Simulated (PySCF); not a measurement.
**Where the electron goes**

Species: C5H7FNO (charge +1).
Atom-mapped SMILES: `[CH3:1][n+:2]1[cH:3][o:4][cH:5][c:6]1[CH2:7][F:8]` (hydrogens: H9, H10, H11 on C1; H12 on C3; H13 on C5; H14, H15 on C7)

Geometry (GFN2-xTB, Å), atoms numbered from 1 in this order:
```xyz
15
C5H7FNO angstrom
C     -1.5322    0.0570    0.8740
N     -0.4102   -0.5393    0.2037
C     -0.1645   -1.8278    0.0535
O      0.9416   -2.0196   -0.6014
C      1.4587   -0.8186   -0.8908
C      0.6264    0.1444   -0.4010
C      0.7209    1.6336   -0.4179
F      0.5650    2.1083    0.8534
H     -2.0819    0.6985    0.1833
H     -2.1934   -0.7200    1.2494
H     -1.1861    0.6743    1.7053
H     -0.7598   -2.6514    0.4078
H      2.3851   -0.7675   -1.4308
H      1.7007    1.9555   -0.7820
H     -0.0747    2.0806   -1.0286
```

Method used: TDDFT wB97X-D/def2-SVPD, vertical, gas phase, core orbitals frozen in the response (PySCF).

Frontier orbitals with the atoms that hold most of them (Löwdin shares over 4%, at most four atoms; ? is withheld):

| orbital | ε (eV) | atoms |
| --- | --- | --- |
| LUMO+2 | -1.83 | C3 20%, C1 18%, C6 10%, C5 9% |
| LUMO+1 | -3.27 | C5 30%, C6 29%, N2 10%, O4 8% |
| LUMO | -4.49 | C3 36%, N2 22%, O4 20%, C5 7% |
| HOMO | ? | ? |
| HOMO-1 | -16.61 | ? |
| HOMO-2 | -16.97 | F8 42%, C7 13%, C6 10%, C1 8% |
| HOMO-3 | -17.03 | F8 25%, N2 18%, C1 13%, O4 12% |

Give the leading atoms of the HOMO-1.

F8 (bonded to C) 46%; C7 (bonded to C, F and 2 H) 18%; H15 (bonded to C) 9%; H14 (bonded to C) 7%. By element: fluorine 46%, carbon 18% or more, hydrogen 16% or more.

Give the leading atoms of the HOMO.

C5 (bonded to C, O and H) 29%; C6 (bonded to 2 C and N) 24%; C3 (bonded to N, O and H) 16%; N2 (bonded to 3 C) 7%. By element: carbon 70% or more, nitrogen 7%.

What is the HOMO energy, and the HOMO–LUMO gap?

ε(HOMO) = -14.93 eV; the gap is 10.44 eV (0.3837 hartree).

The HOMO–LUMO gap is 10.44 eV. Where does the response calculation put the lowest singlet, and from which orbitals?

S1 is at 6.12 eV (f = 0.133), 4.32 eV below the gap, made of HOMO→LUMO (96%). Without the coupling terms of the response equations the lowest excitation would equal the gap.

One configuration dominates each of S1, S2 and S3. Which, and how do the shares of the two leading atoms of either orbital change from the occupied to the empty one?

- S1 (6.12 eV, f 0.133), HOMO→LUMO (96%): C5 29% → 7%, C6 24% → at most 7%, C3 16% → 36%, N2 7% → 22%
- S2 (7.32 eV, f 0.073), HOMO→LUMO+1 (75%): C5 29% → 30%, C6 24% → 29%
- S3 (8.23 eV, f 0.043), HOMO-1→LUMO (79%): F8 46% → at most 7%, C7 18% → at most 7%, C3 at most 8% → 36%, N2 at most 8% → 22%

Löwdin shares depend on the basis, the more so with diffuse functions.

The run took 34 s wall on one thread, x86-64 server (shared host).

One conformer stands for the species.
